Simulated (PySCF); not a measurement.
trans-PdH(PF3)2Br (singlet state).
Structure used (PBE0-D3(BJ)/def2-SVP), in Å, numbered top down from 1:
```xyz
11
BrF6HP2Pd angstrom
Pd     0.0752   -0.0162   -0.0180
H      1.6107   -0.1858   -0.1765
P      0.3309    2.1871   -0.1857
F     -0.1160    3.0433    1.0513
F     -0.4494    2.9232   -1.3309
F      1.7569    2.8151   -0.4187
Br    -2.3725    0.2596    0.2458
P     -0.1207   -2.2254    0.1677
F     -0.7635   -2.7777    1.4886
F      1.1523   -3.1511    0.1094
F     -1.0058   -2.9576   -0.9022
```

Theory: PySCF 2.14.0, PBE0-D3(BJ)/def2-SVP geometry optimisation, gas phase, def2 core potentials past Kr.

(1) Which atoms are bound to Pd1, and at what distances?

(2) List the angles at Pd1.

(3) What is the shape at Pd1?

(4) What are the other bond lengths?

(5) Give some angles away from the centre.

(6) What are the rotational constants (commonest isotopes, rigid rotor)?

## Answers

(1) 4 atoms: H2 1.553 Å, P3 2.224 Å, P8 2.226 Å, Br7 2.477 Å. The nearest atom not counted as bound is F4, at 3.25 Å (others tie with it).

(2) 
| angle | degrees | distance of the outer atoms (Å) |
| --- | --- | --- |
| H2–Pd1–Br7 | 179.7 | 4.03 |
| P3–Pd1–P8 | 178.4 | 4.45 |
| Br7–Pd1–P8 | 90.8 | 3.35 |
| P3–Pd1–Br7 | 90.7 | 3.35 |
| H2–Pd1–P8 | 89.3 | 2.70 |
| H2–Pd1–P3 | 89.2 | 2.70 |

(3) Square planar: angles from 89.2° to 179.7°; τ4 = (360° − α − β)/141° = 0.01 with α and β the two widest (0 for a square, 1 for a tetrahedron).

(4) P3–F4 and 5 like bonds 1.571 Å. (A selection.)

(5) Pd1–P3–F4 116.6°, Pd1–P3–F6 120.7°, F4–P3–F5 100.2°.

(6) A = 835.0, B = 355.4, C = 279.7 MHz: an asymmetric top.

Charge 0, singlet. No PBE0-D3(BJ)/def2-SVP frequencies stand behind this structure, so it isn't proved a minimum.

The run took 3.7 min on an AMD EPYC 9R45 with one thread, shared host with 192 logical CPUs at a one-minute load of 35, and the process peaked at 1.1 GiB of memory. That covers the optimisation of the geometry.
